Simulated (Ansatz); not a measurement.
Geometry optimisation, RKS B3LYP-D4/def2-SVP (Ansatz 0.2.0).

Input file:

```yaml
crystal:
  periodic: [false, false, false]
  atoms:
    - { symbol: Ge, position_ang: [0.0, 0.0, 0.0] }
    - { symbol: O, position_ang: [0.0, 0.0, 1.77] }
    - { symbol: H, position_ang: [-0.9095, -0.2814, 2.1071] }
    - { symbol: H, position_ang: [1.4616, 0.0, -0.5162] }
    - { symbol: Cl, position_ang: [-1.0456, 1.8115, -0.7393] }
    - { symbol: F, position_ang: [-0.7913, -1.3709, -0.5594] }
basis:
  gaussian: { orbitals: def2-SVP }
hamiltonian:
  xc: b3lyp
  dispersion: d4
relax:
  f_tol: 0.02
  max_steps: 40
```

Command:

```bash
$ ansatz run input.yaml --threads 1 --pin off --max-ram 2048MiB --backend cpu --events-out ev --progress --plain --runs-dir out
```

Task: Where does it end, and by what steps?

Result: The run converged. The force dipped under the threshold on the way, but the program's further checks kept it going. After 9 steps the energy has fallen by 0.161 eV; H3 moved furthest, 0.20 Å.

```json
{"step": "0", "energy less start (eV)": "0.0000", "largest force component (eV/Å)": "2.401", "accepted": "yes"}
{"step": "1", "energy less start (eV)": "-0.1248", "largest force component (eV/Å)": "0.882", "accepted": "yes"}
{"step": "2", "energy less start (eV)": "-0.1528", "largest force component (eV/Å)": "0.323", "accepted": "yes"}
{"step": "3", "energy less start (eV)": "-0.1566", "largest force component (eV/Å)": "0.135", "accepted": "yes"}
{"step": "4", "energy less start (eV)": "-0.1585", "largest force component (eV/Å)": "0.310", "accepted": "yes"}
{"step": "5", "energy less start (eV)": "-0.1607", "largest force component (eV/Å)": "0.033", "accepted": "yes"}
{"step": "6", "energy less start (eV)": "-0.1610", "largest force component (eV/Å)": "0.013", "accepted": "yes"}
{"step": "7", "energy less start (eV)": "-0.1608", "largest force component (eV/Å)": "0.109", "accepted": "no"}
{"step": "8", "energy less start (eV)": "-0.1610", "largest force component (eV/Å)": "0.024", "accepted": "yes"}
{"step": "9", "energy less start (eV)": "-0.1610", "largest force component (eV/Å)": "0.002", "accepted": "yes"}
```

```xyz
6
Properties=species:S:1:pos:R:3
Ge 0.029 0.003 -0.004
O -0.005 -0.122 1.748
H -0.893 -0.082 2.130
H 1.478 0.011 -0.474
Cl -1.090 1.720 -0.670
F -0.804 -1.370 -0.668
```

Run time: 42 s on 1 thread of Arm Neoverse V1, with other jobs on the host, peak memory 0.18 GiB.
